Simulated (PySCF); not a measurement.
# Bonds of C to H, F, O, N

PBE0 in PySCF with def2-TZVP on every atom, for the lowest determinant that a PBE0 search found; no spin–orbit coupling. D0 is De less the harmonic zero-point energy.

```
X             state of CX  D0(CX) (eV)  D0(X₂) (eV)
H           doublet (π ↑)         3.40         4.25
F           doublet (π ↑)         5.76         1.46
O  singlet (closed shell)        10.94         5.29
N           doublet (σ ↑)         7.61         9.61
```

Give the energy of C + X₂ → CX + X at 0 K for each X.

H: 4.25 − 3.40 = +0.85 eV; F: 1.46 − 5.76 = -4.30 eV; O: 5.29 − 10.94 = -5.65 eV; N: 9.61 − 7.61 = +2.00 eV (PBE0/def2-TZVP; negative means exothermic).

Does an atom of N displace H from CH?

CH + N → CN + H has ΔE = 3.40 − 7.61 = -4.21 eV at PBE0/def2-TZVP, so it is downhill.

Gas-phase diatomics only hint at surface chemistry, where an atom holds several bonds.

States were picked by a PBE0 search and need not be the measured ground states.
